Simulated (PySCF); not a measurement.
**What settings do to a single point of [DyCl4]−**

The sound run of [DyCl4]− (singlet in the valence; each metal's 4f electrons, 9 of them, lie in its core potential, out of spins and levels) uses PySCF 2.14.0, RKS BP86, Dy lcecp-1-SVP with ECP55, Cl def2-SVP; non-relativistic Hamiltonian with scalar-relativistic core potentials where named; density fitting; no spin-orbit coupling, grid (50, 194), threshold 1e-8 Eh and 55 cycles, at the relaxed geometry:

```xyz
5

Dy    0.0000    0.0000    0.0000
Cl    1.4667    1.4667    1.4667
Cl   -1.4667   -1.4667    1.4667
Cl    1.4667   -1.4667   -1.4667
Cl   -1.4667    1.4667   -1.4667
```

There Dy1 has a Mulliken charge of 0.53 e and the dipole about the centre of mass is 0.00 D. Each run below changes one thing and starts from free metal ions and neutral atoms unless it says otherwise; with 55 cycles, smearing, a level shift and second-order steps follow where DIIS fails, and their cycles count. Energy shifts count from the sound run. On f atoms grids over 110 angular points are at least (60, 302).

```
          change        outcome  cycles  energy shift (eV)  largest force component (eV/Å)  charge on Dy1 (e)  dipole about the centre of mass (D)
threshold 0.0001      converged       6             0.0001                            0.00               0.54                                 0.00
   cycle limit 3  not converged       3                  –                               –                  –                                    –
```

**Question.** One further run converged with energy shift (eV) 0.60, largest force component (eV/Å) 1.24, charge on Dy1 (e) 0.36, dipole about the centre of mass (D) 0.00. Which change was it?
A. grid (99, 590)
B. spin (2S) set to 1, limit 59 cycles
C. all coordinates × 0.94

**Answer.** C.

**Question.** And the other changes listed?

**Answer.** 
```json
{"change": "grid (99, 590)", "outcome": "converged", "cycles": "9", "energy shift (eV)": "0.0036", "largest force component (eV/Å)": "0.00", "charge on Dy1 (e)": "0.53", "dipole about the centre of mass (D)": "0.00"}
{"change": "spin (2S) set to 1, limit 59 cycles", "outcome": "refused", "cycles": "–", "energy shift (eV)": "–", "largest force component (eV/Å)": "–", "charge on Dy1 (e)": "–", "dipole about the centre of mass (D)": "–"}
```

Forces carry noise of the integration grid, about 0.01 to 0.03 eV/Å.

An lcecp potential fixes the number of 4f electrons, so in runs with it no electron can move into or out of that shell.
